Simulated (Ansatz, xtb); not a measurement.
Two isomers of C4H12Ge

We compare a, `C[CH2][GeH]([CH3])[CH3]`, a singlet, with b, `[CH3][Ge]([CH3])([CH3])[CH3]`, a singlet. Both are isolated molecules in the gas phase, relaxed with B3LYP/6-31G*; each stands in its lowest conformer found.

a (Å):

```xyz
17

C     1.6320   -0.6691   -0.0529
C     0.4523   -1.3621   -0.7493
C     0.3403    0.7050   -3.2700
C    -1.5192    1.2353   -0.6688
Ge   -0.6989   -0.1485   -1.8197
H     2.2346   -1.3826    0.5241
H     1.2914    0.1063    0.6439
H     2.3022   -0.1881   -0.7756
H    -0.1885   -1.8584   -0.0097
H     0.8159   -2.1502   -1.4206
H    -1.8383   -0.9977   -2.4609
H     0.7837   -0.0532   -3.9231
H     1.1455    1.3219   -2.8583
H    -0.3084    1.3454   -3.8760
H    -2.1114    0.7722    0.1268
H    -2.1786    1.8787   -1.2596
H    -0.7491    1.8621   -0.2078
```

b (Å):

```xyz
17

C    -0.1368   -1.0985   -1.0585
C    -1.9219    1.4931   -0.3229
C    -1.9979   -1.1153    1.5835
C     0.6489    0.7362    1.4832
Ge   -0.8519    0.0039    0.4213
H     0.5076   -0.4990   -1.7100
H    -0.9522   -1.5075   -1.6642
H     0.4528   -1.9342   -0.6673
H    -1.3064    2.1236   -0.9730
H    -2.3245    2.1185    0.4808
H    -2.7612    1.1087   -0.9120
H    -2.8342   -1.5335    1.0135
H    -2.4069   -0.5226    2.4084
H    -1.4232   -1.9448    2.0086
H     1.2561   -0.0728    1.9026
H     0.2742    1.3485    2.3101
H     1.2949    1.3617    0.8582
```

Energies in hartree; the thermal terms are from B3LYP/6-31G* harmonic frequencies (ideal gas, rigid rotor, one conformer each, 298.15 K, 1 atm) and include the zero-point energy:

|  | a | b |
| --- | --- | --- |
| E, CCSD(T)/def2-SVP | −2234.372551 | −2234.383663 |
| E, MP2/def2-SVP | −2234.282239 | −2234.294806 |
| E, MP2/def2-TZVPP | −2234.882725 | −2234.900955 |
| zero-point energy | 0.147140 | 0.147076 |
| H(298 K) − E | 0.157393 | 0.158048 |
| G(298 K) − E | 0.112838 | 0.114971 |

Problem. Correct the CCSD(T) difference for the basis set by the MP2 change, then work out ΔE, ΔE₀, ΔH and ΔG for a → b in kJ/mol (1 Eh = 2625.50 kJ/mol) and the equilibrium ratio [b]/[a].

Solution. 1. Differences b − a: CCSD(T) −0.011112, MP2 in the small set −0.012567, MP2 in the large set −0.018230 Eh.
2. ΔE = −0.011112 + (−0.018230 − (−0.012567)) = −0.016775 Eh = −44.04 kJ/mol.
3. ΔE₀ = ΔE + ΔZPE = −0.016775 + (−0.000064) Eh = −44.21 kJ/mol.
4. ΔH = ΔE + (+0.000655) Eh = −42.32 kJ/mol.
5. ΔG = ΔE + (+0.002133) Eh = −38.44 kJ/mol, so ΔS = (ΔH − ΔG)/T = −13.0 J/(mol K).
6. kT = 0.9442 mEh, so K = [b]/[a] = exp(−ΔG/kT) = exp(+15.51) ≈ 5.4 × 10^6.

Structure b is favoured at this temperature. An error of 4 kJ/mol in ΔG would change K by a factor of 5. The basis-set step is large, which makes the value less sure. GFN2-xTB gave ΔE the other sign. Mirror images and further conformers aren't counted.

As drawn, b has 1 C–Ge, 1 C–H in place of 1 C–C, 1 Ge–H.

Other levels gave ΔE = +5.3 (GFN2-xTB); −41.9 (HF/STO-3G, GFN2-xTB geometries); −35.0 (r2SCAN-D4/def2-SVP, GFN2-xTB geometries); −32.9 (B3LYP/6-31G*); −32.7 (HF/def2-SVP); −33.0 (MP2/def2-SVP); −29.2 (CCSD(T)/def2-SVP) kJ/mol. The correlated steps freeze 13 core orbitals; the filled d shell of Ge is correlated, in a basis made for valence electrons. Programs: Ansatz 0.2.0, xtb 6.7.1.
